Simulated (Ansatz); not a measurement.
One change: `B[CH]([GaH2])[SiH2]F` becomes `BC[SiH2]F`.

Ansatz, PBE0-D4/def2-TZVP geometries, multiplicity 1. Each molecule was computed in one conformer, which needn't be the lowest.

Scalar relativity is left out up to krypton.

```csv
property,`B[CH]([GaH2])[SiH2]F`
HOMO–LUMO gap (PBE0/def2-TZVPP) / eV,6.19
HOMO–LUMO gap (ωB97M-V/def2-TZVPP) / eV,10.11
size of the dipole moment (B3LYP/def2-TZVPP) / D,2.09
HOMO energy (PBE0/def2-TZVPP) / eV,-8.56
LUMO energy (PBE0/def2-TZVPP) / eV,-2.37
HOMO energy (ωB97M-V/def2-TZVPP) / eV,-10.75
```

Task: What does the change do to each property? (An estimate is asked.)

Result: Ansatz gave: 
```tsv
property	`BC[SiH2]F`	shift
HOMO–LUMO gap (PBE0/def2-TZVPP) / eV	7.58	1.39
HOMO–LUMO gap (ωB97M-V/def2-TZVPP) / eV	11.73	1.62
size of the dipole moment (B3LYP/def2-TZVPP) / D	0.72	-1.37
HOMO energy (PBE0/def2-TZVPP) / eV	-9.27	-0.71
LUMO energy (PBE0/def2-TZVPP) / eV	-1.68	0.69
HOMO energy (ωB97M-V/def2-TZVPP) / eV	-11.51	-0.76
```

With PBE0 the HOMO falls by 0.71 eV and the LUMO rises by 0.69 eV, so the gap widens by about 1.40 eV. PBE moves the HOMO by -0.51 eV and ωB97M-V by -0.76 eV. Dipoles are sizes alone; their direction can turn.

B3LYP here is the variant with VWN-RPA as its local correlation; programs differ in this.
